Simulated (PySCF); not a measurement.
**Kr²⁺: excitation energy**

Kr²⁺ [Ar] 3d10 4s2 4p4 (3P) → Kr²⁺ [Ar] 3d10 4s2 4p3 4d1 (5D), as a difference of total energies. Computed with PySCF 2.14 in aug-cc-pVDZ-DK, with scalar relativity by spin-free X2C-1e. Correlated levels: valence: [Ar] 3d10 frozen. The calculations carry no spin-orbit coupling.

```
           method  excitation energy (cm⁻¹)
              UHF                    135890
              LDA                    142840
              PBE                    139520
             PBE0                    139940
           r2SCAN                    141940
            B3LYP                    142820
          r2SCANh                    141830
             MN15                    140780
          LC-wPBE                    141810
    MP2 (valence)                    140490
SCS-MP2 (valence)                    140510
```

A first-order spin-orbit estimate (lowest level to lowest level, LS coupling) adds 0.214 eV.

The promoted electron is Rydberg-like, and one or two diffuse shells describe it only roughly, which tends to raise the upper state.
